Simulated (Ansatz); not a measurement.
Two isomers of C3H8OSi: A = `C1C[SiH2]CO1`, B = `C/C=C(\O)[SiH3]`.

Calculated with Ansatz (gas phase, PBE0-D4/def2-TZVP geometries, no zero-point term in ΔE). CCSD(T)/CBS is the MP2 limit (def2-TZVPP, def2-QZVPP) plus CCSD(T) − MP2 in def2-TZVPP, frozen cores. DFT in def2-TZVPP. B3LYP here is the variant with VWN-RPA as its local correlation; programs differ in this. Each species was taken in one conformer, which may not be the lowest.

(1) Which isomer does CCSD(T)/CBS put lower? Give the gap. (An estimate is asked.)

(2) Give E(B) − E(A) in kJ/mol with MP2/def2-TZVPP, B3LYP, HF/def2-TZVPP, ωB97M-V, CCSD/def2-TZVPP, r2SCAN-D4, B3LYP-D4. (An estimate is asked.)

Largest T1 diagnostic: 0.012.

Answers

(1) Ansatz gave: A, by 28.3 kJ/mol.

(2) The calculation gave: MP2/def2-TZVPP 32.6, B3LYP 15.9, HF/def2-TZVPP 18.2, ωB97M-V 33.6, CCSD/def2-TZVPP 30.6, r2SCAN-D4 29.6, B3LYP-D4 19.8. None reverses the order clearly.

In def2-TZVPP, CCSD(T) changes the Hartree–Fock value by +11.0 kJ/mol (the triples alone add −1.4 kJ/mol) and MP2 by +14.3 kJ/mol. From PBE to PBE0 (25 % exact exchange), in def2-TZVPP and without D4, E(B) − E(A) moves by +10.0 kJ/mol.
